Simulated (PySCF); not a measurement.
## Mayer bond orders and bond lengths

C4H14OSi3.
Atom-mapped SMILES: `[CH3:1][C:2](=[O:3])[C@H:4]([SiH3:5])[CH2:6][SiH2:7][SiH3:8]` (hydrogens: H9, H10, H11 on C1; H12 on C4; H13, H14, H15 on Si5; H16, H17 on C6; H18, H19 on Si7; H20, H21, H22 on Si8)

Cartesian coordinates in Å at the GFN2-xTB level; atoms count from 1:
```xyz
22
C4H14OSi3 angstrom
C     -2.5866   -0.9142    1.0173
C     -1.6312   -0.3287    0.0041
O     -1.7071   -0.5888   -1.1760
C     -0.6109    0.6069    0.5597
Si    -1.3873    2.3641    0.4822
C      0.6832    0.5728   -0.2515
Si     1.5923   -1.0972   -0.0802
Si     3.3651   -1.2045   -1.5523
H     -2.0646   -1.6913    1.5740
H     -3.4426   -1.3586    0.5159
H     -2.9174   -0.1543    1.7203
H     -0.4117    0.3554    1.6045
H     -1.6956    2.6934   -0.9049
H     -0.3946    3.2906    1.0293
H     -2.5990    2.3983    1.3051
H      1.3386    1.3883    0.0622
H      0.4384    0.7489   -1.2999
H      1.9940   -1.1821    1.3391
H      0.6124   -2.1781   -0.2450
H      4.2999   -0.0846   -1.3927
H      4.1538   -2.4229   -1.3520
H      2.9606   -1.1941   -2.9602
```

Bond orders from the PBE0/pcSseg-1 density (PySCF). One conformer (not necessarily the lowest) at the GFN2-xTB geometry, without solvent, vibrations or thermal averaging.

**Question.** Where do the orders between heavy atoms depart from those drawn in the SMILES?

**Answer.** The largest departure is 0.171, at C4–Si5 (drawn single, 0.829). Drawn single, order below 0.88: C4–Si5 (0.829).

**Question.** Give the Mayer order of every bond between heavy atoms, beside its length.

**Answer.** 
```json
{"bond": "C1–C2", "drawn as": "single", "length (Å)": "1.511", "Mayer order": "1.012"}
{"bond": "C2–O3", "drawn as": "double", "length (Å)": "1.211", "Mayer order": "1.989"}
{"bond": "C2–C4", "drawn as": "single", "length (Å)": "1.492", "Mayer order": "0.934"}
{"bond": "C4–Si5", "drawn as": "single", "length (Å)": "1.923", "Mayer order": "0.829"}
{"bond": "C4–C6", "drawn as": "single", "length (Å)": "1.528", "Mayer order": "1.028"}
{"bond": "C6–Si7", "drawn as": "single", "length (Å)": "1.909", "Mayer order": "0.887"}
{"bond": "Si7–Si8", "drawn as": "single", "length (Å)": "2.307", "Mayer order": "0.936"}
```

Bonds between the same two heavy elements. C–C: lowest C2–C4 (0.934, 1.492 Å), highest C4–C6 (1.028, 1.528 Å); in 2 of the 3 pairs the longer bond (by over 0.003 Å) has the higher order (by 0.02 or more). C–Si: lowest C4–Si5 (0.829, 1.923 Å), highest C6–Si7 (0.887, 1.909 Å).

**Question.** And the bonds to hydrogen?

**Answer.** C–H: 0.93 to 0.96 (6 bonds); H–Si: 0.93 to 0.95 (8 bonds).

**Question.** Sum the orders of all bonds at each heavy atom with more than one neighbour and set the sums beside the valence in the SMILES.

**Answer.** C1 3.853 (drawn 4), C2 3.935 (drawn 4), C4 3.720 (drawn 4), Si5 3.665 (drawn 4), C6 3.784 (drawn 4), Si7 3.692 (drawn 4), Si8 3.733 (drawn 4). Orders between atoms that aren't bonded are not in these sums.

Mayer orders depend on the basis set.

The run behind these numbers computed NMR shieldings as well. Time: 2.0 min (grids of density and orbitals included); peak memory 1.1 GiB. Hardware: an Arm Neoverse N1 with one thread, on a shared host.
